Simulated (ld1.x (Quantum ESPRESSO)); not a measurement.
# Bi: variants of one TM potential

Base potential:

Bi, norm-conserving Troullier–Martins (Kleinman–Bylander form), made with ld1.x (Quantum ESPRESSO) 7.5 (LDA (PZ), scalar-relativistic). Core [Xe] 4f14 5d10, reference 6s2 6p2.5 (charge +0.5). Waves: 6p (bound): rc 2.25 bohr; 6s (bound): rc 2.05 bohr. Local part: the s channel. Core correction: a·sin(br)/r model core inside 1.00 bohr.

Cutoffs, loose and tight: the cutoffs (Ry, on a coarse ladder) from which the occupation-weighted sum of valence levels, in a spherical-Bessel basis at the reference potential, stays within 10 and 1 mRy of its value at 400 Ry. They do not see the model core or the augmentation charge, which bear on the density cutoff. Test errors are all-electron minus pseudo excitation energies from the reference, over the configurations 6s2 6p3; 6s2 6p2; 6s2 6p1; 6s1 6p3; 6s2 6p3.3; 6s1 6p4; 6s0 6p5 (two spin-polarised tests are not counted in the largest error). A dash means not determined; rows that change the core or the reference have their own tests.

A true bound ghost makes a file unfit for plane-wave use even where its test errors are small: the radial tests pick states by their node count and pass the ghost by.

```csv
change,outcome,"cutoff, loose","cutoff, tight",bound ghosts,largest test error (meV)
base,generated,25 Ry,45 Ry,d,-99
functional PBEsol,generated,25 Ry,45 Ry,d,-113
core correction a·sin(br)/r model core inside 0.82 bohr,generated,25 Ry,45 Ry,d,-99
type TM semilocal; local potential the p channel,generated,25 Ry,45 Ry,none,-99
"core [Kr] 4d10 4f14 5s2, valence charge 21; reference 5p6 5d10 6s1.5 6p3.5; waves now 6s (bound): rc 1.85 bohr; 5p (bound): rc 0.90 bohr; 5d (bound): rc 1.60 bohr; local potential the d channel; core correction none","generated, misses its reference levels by 0.19 eV",180 Ry,300 Ry,"p, s",+737
reference 6s2 6p3,generated,25 Ry,45 Ry,none,-247
local potential all-electron potential smoothed inside 2.10 bohr (lloc = -2),generated,25 Ry,40 Ry,d,-94
```

(1) What comes out with this change to the base: wave 6s (bound): rc 2.05 bohr becomes 6s (bound): rc 2.32 bohr?

(2) What comes out with this change to the base: all radii but the core radius scaled by about 1.35 (s 2.76, p 3.04 bohr)?

## Answers

(1) outcome: generated; cutoff, loose: 21 Ry; cutoff, tight: 40 Ry; bound ghosts: d; largest test error (meV): -124.

(2) outcome: generated; cutoff, loose: 12 Ry; cutoff, tight: 21 Ry; bound ghosts: d; largest test error (meV): -188.
